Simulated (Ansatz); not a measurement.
Species: ZrH, charge 0, multiplicity 4. The spin state was set by rule; other spins were not relaxed. 
Structure (B3LYP-D3(BJ)/def2-TZVP (Ansatz, a first-principles code) minimum search):
```xyz
2

Zr     0.0000     0.0000    -0.0456
H      0.0000     0.0000     1.8224
```
Charge 0, spin multiplicity 4.

Parts of the frozen-core correlation energy in def2-SVP (Ansatz, hartree). Frozen orbitals: 4; correlated occupied orbitals by spin: 4 and 1; virtual: 28 and 31. Open shells are spin-unrestricted. No spin-orbit coupling. In def2 rows, elements after Kr have scalar-relativistic effective core potentials.

```tsv
term	value
reference (HF)	-47.00846
MP2 opposite-spin	[?]
MP2 same-spin	[?]
CCSD correlation	[?]
(T)	-0.00109
CCSDT minus CCSD(T)	-0.00050
CCSDT(Q) minus CCSD(T)	-0.00052
T1 diagnostic	0.031
largest doubles amplitude	0.052
<S^2> of the reference	3.759
```

Problem. Some entries are withheld; supply them.

Solution. 
- MP2 opposite-spin, value: -0.02706
- MP2 same-spin, value: -0.01374
- CCSD correlation, value: -0.05395
